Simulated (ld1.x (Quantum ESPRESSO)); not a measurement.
# Logarithmic derivatives: Bi (Z = 83), TM

ld1.x (Quantum ESPRESSO) 7.5 input, shortened:

```
&input
   title='Bi', zed=83., rel=1, dft='PZ', iswitch=3,
   config='[Xe] 4f14 5d10 6s1.5 6p3.5'
 /
 &inputp
   pseudotype=2, tm=.true., lloc=2,
   nlcc=.true., rcore=1.40
 /
3
6S  1  0   1.50   0.00  1.65  1.65  0.0
6P  2  1   3.50   0.00  1.95  1.95  0.0
5D  3  2  10.00   0.00  1.85  1.85  0.0
 &test
   configts(1)='5d10 6s1.5 6p3.5'
 /
```

The phase is arctan(r·u′/u) with u = r·R(r), unwrapped; energies in Ry, scanned from -4 to 5 Ry. A pole is an energy at which the radial function vanishes at the test radius. The pseudo phase is shifted by a multiple of π to meet the all-electron one at the reference energy, and phase errors are pseudo minus all-electron; the curves can meet again beyond the range given. Levels narrower than the energy grid can be missing from the lists of poles.

```json
{"channel": "s", "radius (bohr)": "2.14", "reference energy (Ry)": "-1.12", "poles, all-electron": "1.92", "poles, pseudo": "1.79", "unbroken range about the reference energy with phases within 0.05 rad": "below 4.0", "phase error 1 Ry above the reference energy (rad)": "-0.002"}
{"channel": "p", "radius (bohr)": "2.14", "reference energy (Ry)": "-0.38", "poles, all-electron": "4.50", "poles, pseudo": "-1.66, 4.56", "unbroken range about the reference energy with phases within 0.05 rad": "above -1.3", "phase error 1 Ry above the reference energy (rad)": "+0.028"}
{"channel": "d", "radius (bohr)": "2.14", "reference energy (Ry)": "-2.06", "poles, all-electron": "-1.64", "poles, pseudo": "-1.64", "unbroken range about the reference energy with phases within 0.05 rad": "the whole range", "phase error 1 Ry above the reference energy (rad)": "-0.000"}
```

Note: ghost states, extra bound levels that the all-electron valence spectrum of the same l lacks: s at -95.9 eV, p at -23.0 eV. A true bound ghost makes a file unfit for plane-wave use.

Phases in the d channel:

```tsv
E (Ry)	all-electron	pseudo
-4.00	1.282	1.282
-3.76	1.262	1.262
-3.52	1.234	1.234
-3.28	1.195	1.195
-3.04	1.134	1.134
-2.80	1.021	1.021
-2.56	0.743	0.742
-2.32	-0.214	-0.215
-2.08	-1.185	-1.185
-1.84	-1.469	-1.469
-1.60	-1.586	-1.586
-1.36	-1.651	-1.651
-1.12	-1.696	-1.696
-0.88	-1.730	-1.730
-0.64	-1.758	-1.759
-0.40	-1.785	-1.785
-0.16	-1.810	-1.810
0.08	-1.836	-1.836
0.32	-1.863	-1.864
0.56	-1.893	-1.894
0.80	-1.927	-1.928
1.04	-1.965	-1.967
1.28	-2.012	-2.014
1.52	-2.069	-2.073
1.76	-2.142	-2.147
2.00	-2.237	-2.245
2.24	-2.365	-2.378
2.48	-2.542	-2.562
2.72	-2.783	-2.813
2.96	-3.089	-3.130
3.20	-3.420	-3.464
3.44	-3.714	-3.753
3.68	-3.939	-3.971
3.92	-4.103	-4.128
4.16	-4.222	-4.243
4.40	-4.310	-4.327
4.64	-4.377	-4.392
4.88	-4.430	-4.443
```
